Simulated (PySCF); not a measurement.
## Stationary points of WOF₄

Level of theory: PySCF, PBE0, basis W def2-SVP with ECP60, O def2-SVP, F def2-SVP (scalar-relativistic core potentials, no spin–orbit coupling, density fitting).

Relaxations began from a few typed shapes. The search is not exhaustive: other isomers or separated fragments can lie lower, and high-lying points may rest on an excited occupation.

**Question.** Order these stationary points by electronic energy, lowest first, in kJ/mol from the lowest minimum.
A. singlet C4v: W–F 1.853 Å (×4), W–O 1.670 Å; F–W–F 86.1° (×4), F–W–F 149.9° (×2), F–W–O 105.1° (×4)
B. singlet C3v: W–F 1.832 Å (×3), W–F 1.920 Å, W–O 1.699 Å; F–W–F 85.9° (×3), F–W–F 119.5° (×3), F–W–O 94.1° (×3), F–W–O 180.0°

**Answer.** A (0.0), B (93.4).

**Question.** Which of them are minima?

**Answer.** By energy in kJ/mol, 0.0: minimum; 93.4: minimum.

Formally W is in oxidation state +6, d0. The polar-tensor charge on W, 3.25, is far below the formal one.

For the lowest minimum: no spin–orbit coupling is included, which matters more the heavier the element.
